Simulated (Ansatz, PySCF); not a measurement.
Pulling on the H–H spacing in H6 chain (multiplicity 1 held). Energies count from the point at 0.900 Å.
Geometry at that point (charge 0, multiplicity 1):
```xyz
6

H      0.0000     0.0000     0.0000
H      0.0000     0.0000     0.9000
H      0.0000     0.0000     1.8000
H      0.0000     0.0000     2.7000
H      0.0000     0.0000     3.6000
H      0.0000     0.0000     4.5000
```

Unrestricted levels (U-) break spin symmetry where that is lower. Active spaces are followed from rest. Levels need not reach the same state.

Rows in 6-31G* carry no dispersion term and start afresh at each structure (6-31G* with six Cartesian d functions).

Run with Ansatz (Gaussian orbitals); PySCF for 6-31G* rows. Each number belongs to the level named beside it.

Energies in kJ/mol.

```tsv
R (Å)	U-HF/6-31G*	U-B3LYP/cc-pVTZ	SC-NEVPT2 on CASSCF(6,6)/cc-pVTZ	FIC-MRCISD+Q on CASSCF(6,6)/cc-pVTZ
0.700	325	328	337	330
0.800	73	77	81	78
0.900	0	0	0	0
1.100	95	94	82	89
1.300	261	313	280	294
1.500	408	538	486	508
1.800	547	800	729	763
2.100	610	959	875	917
2.500	639	1055	961	1008
3.000	649	1094	992	1041
3.600	651	1106	1000	1049
```

Doubts at one or more of the structures used: a spin-contaminated determinant (U-HF/6-31G*, U-B3LYP/cc-pVTZ).

Ansatz is a quantum-chemistry and plane-wave program.
